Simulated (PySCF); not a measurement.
A GIAO shielding run with PySCF 2.14.0 with density-fitted response routines (density fitting, non-relativistic, gas phase) on SMILES C=CC[C@@H]1C[SiH2][SiH2][C@H]1C, C7H16Si2:

```
$ OMP_NUM_THREADS=1 python probes_run.py task.json out

{"job": {"kind": "nmr", "xc": "PBE0", "basis": "pcSseg-1"}, "charge": 0, "multiplicity": 1}
C      3.554737    -0.234479     0.913073
C      2.495392     0.489480     0.602593
C      1.099808     0.154726     1.021965
C      0.248409    -0.399988    -0.134155
C      0.019206     0.659824    -1.218447
Si    -1.215791     1.985180    -0.600189
Si    -2.214464     0.539163     0.899428
C     -1.085341    -0.941948     0.412241
C     -1.777752    -1.839688    -0.610944
H      4.546324     0.028119     0.584690
H      3.475005    -1.124594     1.516536
H      2.610994     1.380793    -0.000205
H      1.139084    -0.594918     1.816136
H      0.617316     1.050812     1.422452
H      0.808796    -1.236825    -0.574982
H      0.973992     1.081737    -1.528508
H     -0.390169     0.172898    -2.105794
H     -1.997245     2.496932    -1.733138
H     -0.499396     3.145173    -0.049707
H     -3.620915     0.168519     0.698914
H     -2.074945     0.820908     2.335406
H     -0.857381    -1.566094     1.282482
H     -2.094732    -1.275253    -1.485675
H     -2.660778    -2.301075    -0.173374
H     -1.111090    -2.635257    -0.945586
```

Hardware: 1 thread of an Arm Neoverse N1, shared host. The job also computes population analyses, field gradients, ring-centre shieldings.

Task: How large is the calculation?

Result: 86 electrons, 247 basis functions and 1323 auxiliary functions.

Task: How long does it take, and how much memory does it need?

Result: 110 s of wall time, with 14 SCF cycles and 5 response iterations; peak memory 1.1 GiB. Times on a shared host scatter by some tens of per cent.
